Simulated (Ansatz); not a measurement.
Consider the ligand exchange at a B–Se bond: `B[Se][SiH2]Cl` + `C[O][AlH][NH2]` → `B[NH][AlH][O]C` + `Cl[SiH2][SeH]`.

Computed with Ansatz on PBE0-D4/def2-TZVP structures; ΔE is electronic, products minus reactants. CCSD(T)/CBS adds triple-zeta CCSD(T) − MP2 to the extrapolated MP2 energy (def2 sets, frozen cores). This one scheme is used for every species. DFT in def2-TZVPP. B3LYP here is the variant with VWN-RPA as its local correlation; programs differ in this. For Se outer-core shells are correlated without core-valence functions, which leaves a few kJ/mol of doubt a bond. Scalar relativity is left out up to krypton. Each species was taken in one conformer, which may not be the lowest.

```json
{"level": "PBE-D4", "ΔE (kJ/mol)": "-35.6", "difference from CCSD(T)/CBS": "-4.2"}
{"level": "r2SCAN-D4", "ΔE (kJ/mol)": "-37.3", "difference from CCSD(T)/CBS": "-5.9"}
{"level": "PBE0-D4", "ΔE (kJ/mol)": "-36.2", "difference from CCSD(T)/CBS": "-4.8"}
{"level": "B3LYP-D4", "ΔE (kJ/mol)": "-33.4", "difference from CCSD(T)/CBS": "-2.0"}
{"level": "ωB97X-V", "ΔE (kJ/mol)": "-36.4", "difference from CCSD(T)/CBS": "-5.0"}
{"level": "ωB97M-V", "ΔE (kJ/mol)": "-39.6", "difference from CCSD(T)/CBS": "-8.2"}
{"level": "B2PLYP", "ΔE (kJ/mol)": "-31.9", "difference from CCSD(T)/CBS": "-0.5"}
{"level": "PBE", "ΔE (kJ/mol)": "-35.4", "difference from CCSD(T)/CBS": "-4.0"}
{"level": "r2SCAN", "ΔE (kJ/mol)": "-37.1", "difference from CCSD(T)/CBS": "-5.7"}
{"level": "PBE0", "ΔE (kJ/mol)": "-36.1", "difference from CCSD(T)/CBS": "-4.7"}
{"level": "B3LYP", "ΔE (kJ/mol)": "-33.3", "difference from CCSD(T)/CBS": "-1.9"}
{"level": "HF/def2-TZVPP", "ΔE (kJ/mol)": "-27.2", "difference from CCSD(T)/CBS": "4.2"}
{"level": "MP2/def2-TZVPP", "ΔE (kJ/mol)": "-29.0", "difference from CCSD(T)/CBS": "2.4"}
{"level": "SCS-MP2/def2-TZVPP", "ΔE (kJ/mol)": "-30.3", "difference from CCSD(T)/CBS": "1.1"}
{"level": "CCSD/def2-TZVPP", "ΔE (kJ/mol)": "-32.6", "difference from CCSD(T)/CBS": "-1.2"}
{"level": "CCSD(T)/def2-TZVPP", "ΔE (kJ/mol)": "-33.2", "difference from CCSD(T)/CBS": "-1.8"}
{"level": "HF/def2-QZVPP", "ΔE (kJ/mol)": "-28.1", "difference from CCSD(T)/CBS": "3.3"}
{"level": "MP2/def2-QZVPP", "ΔE (kJ/mol)": "-28.2", "difference from CCSD(T)/CBS": "3.2"}
{"level": "SCS-MP2/def2-QZVPP", "ΔE (kJ/mol)": "-29.6", "difference from CCSD(T)/CBS": "1.8"}
{"level": "HF/CBS(def2)", "ΔE (kJ/mol)": "-28.2", "difference from CCSD(T)/CBS": "3.2"}
{"level": "MP2/CBS(def2)", "ΔE (kJ/mol)": "-27.2", "difference from CCSD(T)/CBS": "4.2"}
{"level": "CCSD/CBS(def2)", "ΔE (kJ/mol)": "-30.9", "difference from CCSD(T)/CBS": "0.5"}
{"level": "CCSD(T)/CBS", "ΔE (kJ/mol)": "-31.4", "difference from CCSD(T)/CBS": "0"}
```

Largest T1 diagnostic among the species: 0.013.
